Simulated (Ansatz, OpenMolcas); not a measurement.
**Predicting a hybrid from its neighbours: BBrF2**

The species is BBrF2 (4 atoms), meant as a singlet with charge 0. SMILES: `FB(F)Br`. The coordinates come from a PBE0-D4/def2-TZVP relaxation.

The electronic atomisation energy y, in eV, basis aug-cc-pVDZ; a is the functional's share of exact exchange. Programs: Ansatz 0.2.0, OpenMolcas 26.06.

| functional | program | a | y (eV) |
| --- | --- | --- | --- |
| PBE | Ansatz | 0 | 17.59 |
| TPSS | OpenMolcas | 0 | 16.95 |
| B3LYP | Ansatz | 0.2 | 16.74 |
| PBE0 | Ansatz | 0.25 | ? |
| r2SCAN0 | Ansatz | 0.25 | 16.76 |
| BHLYP | Ansatz | 0.5 | 16.03 |

Task: Fit y = c + s·a to the known rows and predict PBE0.

Result: 
1. Means of the 5 rows: a = 0.1900, y = 16.814.
2. Σ(Δa)² = 0.172, Σ(Δa·Δy) = -0.4203, so the slope is -0.4203/0.172 = -2.4436.
3. Intercept: 16.814 − (-2.4436) × 0.1900 = 17.278. The largest residual of the fit is 0.33.
4. PBE0: 17.278 + (-2.4436) × 0.25 = 16.67 eV.

The run gave 17.02 eV, so the prediction is off by -0.35 eV, about the largest residual. The rows mix families of semi-local functionals, which the line can't see. Spin-orbit coupling is left out.
